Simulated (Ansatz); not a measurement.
Consider the formal exchange of groups at a C–C bond: `CC(C)C(C)(C)C` + `C[S][GeH2][Cl]` → `C[S][GeH]([CH3])[Cl]` + `CCC(C)(C)C`.

Computed with Ansatz on PBE0-D4/def2-TZVP structures; ΔE is electronic, products minus reactants. CCSD(T)/CBS adds triple-zeta CCSD(T) − MP2 to the extrapolated MP2 energy (def2 sets, frozen cores). Functionals use def2-TZVPP. For Ge outer-core shells are correlated without core-valence functions, which leaves a few kJ/mol of doubt a bond. Scalar relativity is left out up to krypton. Each species was taken in one conformer, which may not be the lowest.

```csv
level,ΔE (kJ/mol)
B97M-V,-33.9
r2SCANh-D4,-39.1
PBE,-41.2
revPBE,-47.7
r2SCAN0,-40.2
BHLYP,-42.7
MP2/def2-SVP,-25.9
CCSD/CBS(def2),-39.8
```

Q: What does CCSD(T)/CBS give? (Estimate.)

A: Ansatz gave: -38.3 kJ/mol. The listed levels differ from it by 4.4, -0.8, -2.9, -9.4, -1.9, -4.4, 12.4, -1.5 kJ/mol.

Largest T1 diagnostic among the species: 0.010.

At CCSD(T), def2-SVP lies +15.2 kJ/mol from the extrapolated value and def2-TZVPP −0.3 kJ/mol. Leaving LDA and LC-ωPBE aside and taking each functional with its dispersion term where it has one, the values, not all of them listed here, spread over 8.8 kJ/mol, from B2PLYP to B97M-V. LDA lies +15.3 kJ/mol from PBE without D4.
